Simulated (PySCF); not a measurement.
# Ni: ionisation energy

Ni [Ar] 3d8 4s2 (3F) → Ni⁺ [Ar] 3d9 (2D), as a difference of total energies. Computed with PySCF 2.14 in aug-cc-pVDZ-DK, with scalar relativity by spin-free X2C-1e. Correlated levels: valence: [Ar] frozen. The calculations carry no spin-orbit coupling.

```
           method  ionisation energy (eV)
              UHF                   8.180
           r2SCAN                   8.301
    MP2 (valence)                   7.049
SCS-MP2 (valence)                   7.278
```

Q: How much does correlation contribute at MP2 (valence)?

A: 7.049 − (8.180) = -1.131 eV, measured against UHF.

The reference lies between the lowest fine-structure levels, while these numbers refer to the centres of the terms.

Errors of the correlated levels include the incompleteness of this basis and the frozen core.

MP2 underrates the near-degeneracy of ns² with np² in the lower species.

For comparison: 7.640 eV (measured; NIST Atomic Spectra Database, ionization energies).
